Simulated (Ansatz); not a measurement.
`[F][Cd][O][SiH3]` + HBr → `[F][Cd][Br]` + `O[SiH3]` at 500 K and 1 bar (ligand exchange at a Cd–O bond).

Isolated molecules relaxed with PBE0-D4/def2-TZVP in Ansatz; ΔE leaves out vibrations. CCSD(T)/CBS adds triple-zeta CCSD(T) − MP2 to the extrapolated MP2 energy (def2 sets, frozen cores). def2 core potentials past Kr. For Br, Cd outer-core shells are correlated without core-valence functions, which leaves a few kJ/mol of doubt a bond. Scalar relativity is left out up to krypton. One conformer a species, not always the lowest.

| species | CCSD(T)/CBS energy (Eh) | H − E (kJ/mol) | S (J/(mol·K)) |
| --- | --- | --- | --- |
| `[F][Cd][O][SiH3]` | -633.61664 | 120.3 | 406.8 |
| HBr | -2573.91920 | 30.5 | 213.7 |
| `[F][Cd][Br]` | -2840.89161 | 32.4 | 322.6 |
| `O[SiH3]` | -366.69042 | 127.5 | 292.9 |

H − E and S are ideal-gas, rigid-rotor, harmonic terms from PBE0-D4/def2-TZVP, for one conformer and one mirror image of each species. 1 Eh = 2625.50 kJ/mol, R = 8.31446 J/(mol·K).

By hand: ΔE, ΔH, ΔS and ΔG.

ΔE = (-2840.89161) + (-366.69042) − (-633.61664) − (-2573.91920) = -0.04619 Eh = -121.3 kJ/mol. Δ(H − E) = 32.4 + 127.5 − 120.3 − 30.5 = 9.1, so ΔH = -112.2 kJ/mol. ΔS = 322.6 + 292.9 − 406.8 − 213.7 = -5.0 J/(mol·K). ΔG = -112.2 − 500 × (-5.0)/1000 = -109.7 kJ/mol.

By hand: the equilibrium constant, and the temperature at which ΔG would vanish if ΔH and ΔS stayed fixed.

log₁₀ K = −ΔG/(RT ln 10) = 11.5. ΔG = 0 at ΔH/ΔS = 22440 K, far beyond where these terms or the molecules hold.

The number of gas molecules stays the same, so ΔS is small and ΔH decides. A doubt of 5 kJ/mol in ΔE shifts log₁₀ K by 0.5 here. Other conformers and mirror images would add mixing entropy, several J/(mol·K) or more a flexible species. Modes under 60 cm⁻¹, often nearly free rotors, make the harmonic entropy too high. These are equilibria of isolated gas molecules and say nothing of rates. Largest T1 diagnostic: 0.016 (customary marks: 0.02 for closed shells, 0.045 for open ones).
